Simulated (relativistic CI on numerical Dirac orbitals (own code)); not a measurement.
## What each ingredient does to the levels of Zr³⁵⁺

Base calculation: Dirac-Coulomb-Breit CI, KLI orbitals optimised for each configuration, QED by a radiative potential, unscaled Slater integrals.

CI space (outside the closed core 1s2): 2s2.2p, 2s.2p2, 2p3, 2p2.3s, 2p2.3p, 2p2.3d, 2s2.3s, 2s2.3p, 2s2.3d, 2s.2p.3s, 2s.2p.3p, 2s.2p.3d, 2s2.4s, 2s2.4p, 2s2.4d, 2s2.4f. Levels of other configurations are missing.

Variants: (1) P86 correlation estimate; (2) QED terms removed; (3) non-relativistic limit. Shifts of the energy above 2s2.2p 2P°_1/2, in eV, for the lowest level and the first level of each name with at least 55 % of one term (blank where a level changes its place among those of its configuration and J or its character, or is not in the variant):

| Level | Base | Δ(1) | Δ(2) | Δ(3) |
| --- | --- | --- | --- | --- |
| 2s2.2p 2P°_1/2 | 0.00 | 0.00 | 0.00 | 0.00 |
| 2s2.2p 2P°_3/2 | 96.60 | 0.00 | -0.16 | -96.60 |
| 2s.2p2 4P_1/2 | 102.56 | +0.30 | +2.14 | -39.95 |
| 2s.2p2 4P_3/2 | 170.61 | +0.30 | +1.96 | -108.00 |
| 2s.2p2 4P_5/2 | 192.32 | +0.30 | +1.96 | -129.70 |
| 2s.2p2 2D_3/2 | 230.15 | +0.30 | +1.97 | -115.53 |
| 2s.2p2 2P_1/2 | 236.89 | +0.30 | +2.00 |  |
| 2s.2p2 2D_5/2 | 287.25 | +0.30 | +1.79 | -172.63 |
| 2s.2p2 2S_1/2 | 339.09 | +0.30 | +1.79 |  |
| 2s.2p2 2P_3/2 | 340.55 | +0.30 | +1.80 | -185.79 |
| 2p3 2D°_5/2 | 440.21 | +0.44 | +3.99 | -209.08 |
| 2p3 2P°_1/2 | 468.33 | +0.44 | +3.95 | -208.05 |
| 2p3 2P°_3/2 | 547.69 | +0.44 | +3.77 | -287.41 |
| 2s2.3s 2S_1/2 | 2654.44 | +0.99 | -0.61 | -72.16 |

At this charge energies of transitions that change n are usually good to better than 1 %, and those within a shell (Δn = 0) to a few per cent.

Ionisation energy from the two ground configurations alone: base 4748.53 eV; P86 correlation estimate 4749.98 eV. The NIST ASD value (semi-empirical) is 4744 eV.

LS names give the leading component of a level, which can be under half, so a name can repeat, a term be missing and a line seem to break the LS rules.
